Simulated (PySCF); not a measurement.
PySCF job for CCl₃, SMILES Cl[C](Cl)Cl, multiplicity 2, B3LYP-D3(BJ)/def2-SVP. The structure is a stationary point at B3LYP-D3(BJ)/def2-SVP. The isomer is the one that the SMILES or the coordinates give; other isomers of the formula were not compared.

```python
import numpy as np
from pyscf import gto, scf, dft, df
from pyscf.hessian import thermo

mol = gto.M(
    atom='''
    Cl   -1.47162034   -0.84964040   -0.03244749
    C     0.00000000    0.00000000    0.27580368
    Cl    1.47162034   -0.84964040   -0.03244749
    Cl    0.00000000    1.69928080   -0.03244749
    ''',
    basis='def2-SVP',
    charge=0,
    spin=1,
    max_memory=1600,
    verbose=3,
)
mf = dft.UKS(mol, xc='b3lyp').density_fit(auxbasis='def2-universal-jkfit')
mf.disp = 'd3bj'
mf.grids.level = 3
mf.conv_tol = 1e-11
mf.max_cycle = 100
mf.kernel()
fine, coarse = mf.grids, dft.Grids(mol).set(level=1).build(with_non0tab=True)
for _ in range(3):  # follow internal instabilities
    mf.grids = coarse
    mo, _, stable, _ = mf.stability(return_status=True, nroots=4)
    mf.grids = fine
    if stable:
        break
    mf.kernel(mf.make_rdm1(mo, mf.mo_occ))

# [left out here: the lines that compute and print the analytic Hessian (its translational invariance restored by hand, since the grid's response is missing), thermochemistry and intensities]
```

Log of the run:

```

WARN: HOMO -0.155010973073361 >= LUMO -0.155010973073362

converged SCF energy = -1418.21909143263  <S^2> = 0.75354685  2S+1 = 2.0035437
<class 'pyscf.df.df_jk.DFUKS'> wavefunction is stable in the internal stability analysis

WARN: DFTD3 does not support analytical Hessian, using finite difference


WARN: Mole.unit (angstrom) is changed to Bohr

Mode                                 0                   1                   2
Irrep
Freq [cm^-1]                      270.3559            270.3866            325.7944
Reduced mass [au]                  32.2153             32.2158             14.9045
Force const [Dyne/A]                1.3873              1.3877              0.9321
Char temp [K]                     388.9819            389.0261            468.7456
Normal mode                   x     y     z       x     y     z       x     y     z
       0  Cl                 0.03  0.08 -0.00    0.08 -0.05 -0.00    0.04  0.02 -0.03
       1   C                 0.07 -0.00  0.00    0.00  0.07  0.00   -0.00  0.00  0.24
       2  Cl                 0.04 -0.08  0.00   -0.08 -0.06 -0.00   -0.04  0.02 -0.03
       3  Cl                -0.10 -0.01 -0.00   -0.01  0.09  0.00    0.00 -0.04 -0.03
Mode                                 3                   4                   5
Irrep
Freq [cm^-1]                      494.5511            883.9065            883.9277
Reduced mass [au]                  25.7827             13.4210             13.4209
Force const [Dyne/A]                3.7154              6.1780              6.1782
Char temp [K]                     711.5489           1271.7446           1271.7751
Normal mode                   x     y     z       x     y     z       x     y     z
       0  Cl                -0.07 -0.04 -0.01    0.04  0.02  0.01   -0.01 -0.01 -0.00
       1   C                -0.00 -0.00  0.13   -0.26 -0.05 -0.00   -0.05  0.26 -0.00
       2  Cl                 0.07 -0.04 -0.01    0.04 -0.02 -0.01    0.03 -0.02 -0.01
       3  Cl                -0.00  0.09 -0.01    0.01  0.01 -0.00    0.00 -0.05  0.01
temperature 298.1500 [K]
pressure 101325.00 [Pa]
Rotational constants [GHz] 3.26955 3.26955 1.64570
Symmetry number 3
Zero-point energy (ZPE) 0.00713 [Eh]   18715.110 [J/mol]
                           tot       elec      trans        rot        vib
Entropy [J/mol/K]       301.906      5.763    168.282    105.107     22.753
Cv [J/mol/K]             55.848      0.000     12.472     12.472     30.904
Cp [J/mol/K]             64.162      0.000     20.786     12.472     30.904
Internal energy [J/mol]                      3718.434   3718.434  23044.129
Internal energy [Eh]   -1418.20748  -1418.21909
Enthalpy [J/mol]                             6197.391   3718.434  23044.129
Enthalpy [Eh]          -1418.20654
Gibbs free energy [J/mol]                  -43976.012 -27619.241  16260.298
Gibbs free energy [Eh] -1418.24082
mode   freq/cm-1   IR/(km/mol)
   1      270.36         0.127
   2      270.39         0.127
   3      325.79         0.329
   4      494.55         0.047
   5      883.91       197.034
   6      883.93       197.061
max |gradient| / (hartree/bohr): 1.9923048691004833e-05
APT charges: [-0.3122  0.9365 -0.3122 -0.3122]
```

Self-consistency was reached.

Cost: very roughly 50 core-seconds.
